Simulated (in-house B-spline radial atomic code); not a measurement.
# PBEsol excitations of the tungsten ion W⁶⁺

Method: PBEsol. Computed with a B-spline radial code for spherical atoms: linear response of the closed shell [Xe] 4f14 with the functional's adiabatic kernel; scalar-relativistic (spin-free one-electron X2C), finite nucleus, no spin-orbit coupling, no double excitations, S, P, D and F terms only; shells from n = 3 respond. Only terms of natural parity with L up to 3 were computed.

Spin-orbit coupling is strong here, so these LS terms don't match observed levels.

Command:
```bash
python run_td.py task.json out
```
Settings (radii: box in bohr, nucleus in fm):
```
Z                        74
electrons                68
configuration            [Xe] 4f14
hamiltonian              x2c
method                   pbesol
box_radius               14.35
rms_radius               5.3658
intervals                69
```

Cost of the run: 2.9 s on 1 thread of Intel(R) Xeon(R) Platinum 8559C (Emerald Rapids), with other jobs on the host.

The lowest states, in the order of their Tamm-Dancoff energies; the method's threshold (minus the highest occupied level) is 109.18 eV. Labels give the largest channel, * marks a mixed state, and oscillator strengths are full-response dipole values. Semilocal kernels can invert the small singlet-triplet splittings of Rydberg terms. Energies in eV:

| state | full response | Tamm-Dancoff | oscillator strength |
| --- | --- | --- | --- |
| 4f → 5d 3P | 37.44 | 37.48 | - |
| 4f → 5d 3F | 37.86 | 37.88 | - |
| 4f → 5d 1F | 38.56 | 38.58 | - |
| 4f → 5d 1P | 39.93 | 40.12 | 0.061 |
| 5p → 5d 3P | 43.41 | 43.47 | - |
| 5p → 5d 3F | ? | ? | - |
| 5p → 5d 1F | 46.18 | 46.23 | - |
| 4f → 6s 3F | 49.47 | 49.47 | - |
| 4f → 6s 1F | 49.66 | 49.66 | - |
| 5p → 5d 1P | ? | ? | ? |
| 5p → 6s 3P | 56.21 | 56.22 | - |
| 5p → 6s 1P | 57.01 | 57.16 | 1.71 |
| 4f → 6p 3D | 60.32 | 60.32 | - |
| 4f → 6p 1D | 60.67 | 60.68 | - |
| 5p → 6p 3S | 66.63 | 66.65 | - |
| 5p → 6p 3D | 67.14 | 67.15 | - |

**Question.** Where does 5p → 5d 1P lie?

**Answer.** At 54.13 eV in full response, 55.78 eV in Tamm-Dancoff, oscillator strength 4.77.

**Question.** Where does 5p → 5d 3F lie?

**Answer.** At 43.85 eV in full response, 43.91 eV in Tamm-Dancoff.

**Question.** How large is the singlet-triplet splitting of 4f → 5d (F terms) in Tamm-Dancoff?

**Answer.** 0.699 eV, from the unrounded values.

**Question.** What polarisabilities and dispersion coefficient does the method give?

**Answer.** Dipole 2.04 bohr³, quadrupole 2.583 bohr⁵, C6 7.73 hartree·bohr⁶ for two such species.
